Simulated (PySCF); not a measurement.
In+: ionisation energy

In+ [Kr] 4d10 5s2 → In(2+) [Kr] 4d10 5s1 [5s1/2^1, M_J = 1/2], as a difference of total energies. All numbers are calculated (PySCF 2.14, the two-component X2C-1e Hamiltonian, in x2c-TZVPall-2c). Correlated levels: [Ar] 3d10 frozen; the 6 highest virtual spinors dropped. "Screened" scales the spin-orbit matrix elements by Boettger's factors to mimic the two-electron term; Breit and QED terms are absent.

```tsv
method	ionisation energy (eV)
GHF (spin-free)	17.036
GMP2 (spin-free)	18.769
GHF (screened spin-orbit)	17.038
GMP2 (screened spin-orbit)	18.772
```

How much does correlation contribute at GMP2 (screened spin-orbit)?

18.772 − (17.038) = 1.734 eV, measured against GHF (screened spin-orbit).

Errors of the correlated levels include the incompleteness of this basis and the frozen core.

For comparison: 18.870 eV (measured; NIST Atomic Spectra Database, ionization energies).
